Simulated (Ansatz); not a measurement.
Relaxation of CH3NOSi (7 atoms, charge 0, multiplicity 1), to a largest force component of 0.015 eV/Å in at most 40 steps.

All numbers below come from RKS PBE-D4/def2-SVP in Ansatz.

```xyz
7
Properties=species:S:1:pos:R:3:forces:R:3
N -1.176 1.524 0.044 0.01 -0.04 0.59
Si -0.295 0.094 -0.258 -0.06 -0.37 -1.32
C 0.886 -1.029 0.305 0.15 -1.35 -0.44
O 1.122 -2.286 -0.177 -0.56 0.90 1.13
H -0.787 2.421 -0.209 0.24 0.60 -0.26
H -1.750 1.597 0.872 -0.45 0.14 0.54
H 2.001 -2.321 -0.577 0.66 0.12 -0.24
```

**Question.** Where does it end, and by what steps?

**Answer.** The run converged. After 14 steps the energy has fallen by 0.698 eV; H6 moved furthest, 0.81 Å.

```json
{"step": "0", "energy less start (eV)": "0.0000", "largest force component (eV/Å)": "1.352", "accepted": "yes"}
{"step": "1", "energy less start (eV)": "-0.2606", "largest force component (eV/Å)": "1.369", "accepted": "yes"}
{"step": "2", "energy less start (eV)": "-0.4536", "largest force component (eV/Å)": "0.861", "accepted": "yes"}
{"step": "3", "energy less start (eV)": "-0.5679", "largest force component (eV/Å)": "0.359", "accepted": "yes"}
{"step": "4", "energy less start (eV)": "-0.6221", "largest force component (eV/Å)": "1.110", "accepted": "yes"}
{"step": "5", "energy less start (eV)": "-0.5675", "largest force component (eV/Å)": "1.865", "accepted": "no"}
{"step": "6", "energy less start (eV)": "-0.6737", "largest force component (eV/Å)": "0.454", "accepted": "yes"}
{"step": "7", "energy less start (eV)": "-0.6912", "largest force component (eV/Å)": "0.302", "accepted": "yes"}
{"step": "8", "energy less start (eV)": "-0.6749", "largest force component (eV/Å)": "0.282", "accepted": "no"}
{"step": "9", "energy less start (eV)": "-0.6964", "largest force component (eV/Å)": "0.120", "accepted": "yes"}
{"step": "10", "energy less start (eV)": "-0.6887", "largest force component (eV/Å)": "0.214", "accepted": "no"}
{"step": "11", "energy less start (eV)": "-0.6982", "largest force component (eV/Å)": "0.070", "accepted": "yes"}
{"step": "12", "energy less start (eV)": "-0.6983", "largest force component (eV/Å)": "0.040", "accepted": "yes"}
{"step": "13", "energy less start (eV)": "-0.6983", "largest force component (eV/Å)": "0.017", "accepted": "yes"}
{"step": "14", "energy less start (eV)": "-0.6983", "largest force component (eV/Å)": "0.006", "accepted": "yes"}
```

```xyz
7
Properties=species:S:1:pos:R:3
N -1.057 1.400 0.137
Si -0.253 0.316 -0.973
C 0.602 -0.950 -0.132
O 0.988 -2.189 -0.073
H -1.198 2.370 -0.149
H -1.051 1.298 1.153
H 1.970 -2.244 0.036
```

Whether the end is a true minimum wasn't checked by a vibrational analysis.

The run took 26 s on 1 thread of Intel(R) Xeon(R) Platinum 8375C CPU @ 2.90GHz (Ice Lake) (shared host), peak memory 0.17 GiB.
